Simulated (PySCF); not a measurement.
ReF₃, SMILES [F][Re]([F])[F] (connectivity only; charge and spin as stated), neutral, multiplicity 3.

Geometry: PBE-D3(BJ)/def2-TZVP. The multiplicity is an assumed one; other spin states were not compared. The def2 effective core potentials stand for the cores of Re; spin–orbit coupling is left out.

Method: PBE-D3(BJ)/def2-TZVP in PySCF.

Frequencies are harmonic and unscaled.

Modes within 1.5 cm⁻¹ of each other (mostly degenerate sets) share a row, with their intensities summed.

| mode | ν (cm⁻¹) | IR (km/mol) | moving atoms (share of kinetic energy) |
|---|---|---|---|
| 1–2 | 169 | 2.9 | F 91 %, Re 9 % |
| 3 | 174 | 0.2 | F 77 %, Re 23 % |
| 4 | 712 | 0.0 | F 100 % |
| 5–6 | 716 | 235.7 | F 86 %, Re 14 % |
